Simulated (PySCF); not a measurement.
# H3F3Si2, SMILES `[Si]([SiH3])(F)(F)F` (charge 0, multiplicity 1)

Computed with r2SCAN-D4/def2-TZVP run with PySCF.

| Item | Result |
|---|---|
| HOMO | -8.39 eV |
| dipole moment | 1.97 D |
| HOMO–LUMO gap | 7.50 eV |
| LUMO | -0.89 eV |
| S1 excitation (TDA) | 8.01 eV |
| S1 oscillator strength | 0.048 |
| T1 excitation (TDA) | 6.52 eV |
| S1–T1 gap (TDA) | 1.49 eV |
| total energy | -880.5061 Ha |
| cost | about 7 core-minutes (a rough figure) |

Bonded distances (Å): F1–Si2 1.584, Si2–F3 1.584, Si2–F4 1.584, Si2–Si5 2.326, Si5–H6 1.483, Si5–H7 1.483, Si5–H8 1.483. Angles (°): F1–Si2–F3 107.0, F1–Si2–F4 107.0, F1–Si2–Si5 111.9, F3–Si2–F4 107.0, F3–Si2–Si5 111.9, F4–Si2–Si5 111.9, Si2–Si5–H6 108.9, Si2–Si5–H7 108.9, Si2–Si5–H8 108.9, H6–Si5–H7 110.1, H6–Si5–H8 110.1, H7–Si5–H8 110.1.
